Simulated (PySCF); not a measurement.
# Telling isomers of C₇H₉BO₂ apart by NMR

No solvent, single conformer, non-relativistic, fast rotation and ring inversion assumed for equivalent nuclei. Shieldings: GIAO PBE0/pcSseg-1; PBE0-D3(BJ)/def2-SVP structure; PySCF 2.14.

Scale: TMS for $^{1}$H, $^{13}$C (reference shieldings calculated alike). Where no couplings were computed, multiplicities follow the n + 1 count of equivalent neighbours, and m marks all less simple cases (inequivalent or close neighbours, rings, F or P nearby). Couplings to H on boron are left out. Carbons bonded to boron are broad in practice. Shifts are as computed. Against solution values, carbons near 30 ppm lie about +2 ppm off and those near 130 ppm about +5 ppm. Of 1309 compounds with measured shifts, 239 miss one by over three times the rms of a fit or turn the order of signals round; such compounds aren't used in these exercises. OH and NH positions are gas-phase values without hydrogen bonding to other molecules.

(1) Tabulate the signals of `Cc1ccc(B(O)O)cc1`, `C=CC(=C)C1=CC=[O+][BH2-]O1` and their relative energies.

(2) What is the quickest way to tell Cc1ccc(B(O)O)cc1 from C=CC(=C)C1=CC=[O+][BH2-]O1?

Results:

(1) 
```tsv
SMILES	carbon types	δC	δH	E rel. (kcal/mol)
Cc1ccc(B(O)O)cc1	2×C 4×CH 1×CH3	146.7, 139.2, 133.9, 131.2, 23.5	7.73 (d, 2H), 7.32 (d, 2H), 4.21 (br s, 2H), 2.41 (s, 3H)	0.0
C=CC(=C)C1=CC=[O+][BH2-]O1	2×C 3×CH 2×CH2	188.0, 186.8, 149.1, 142.2, 142.2, 128.0, 106.4	7.82 (d, 1H), 6.61 (m, 1H), 6.60 (br s, 1H), 5.97 (br s, 1H), 5.83 (d, 1H), 5.81 (m, 1H), 5.73 (m, 1H), 3.84 (br, 2H)	95.2
```

Energies are electronic energies at PBE0/pcSseg-1 on these geometries, without zero-point or thermal terms, each for the one conformer computed, which needn't be the lowest.

(2) Count the carbon signals: 5 against 7. The first has a methyl carbon on an aromatic ring (CH3) at 23.5 ppm, the second a terminal =CH2 carbon at 142.2 ppm. Their most deshielded carbons lie at 146.7 and 188.0 ppm.
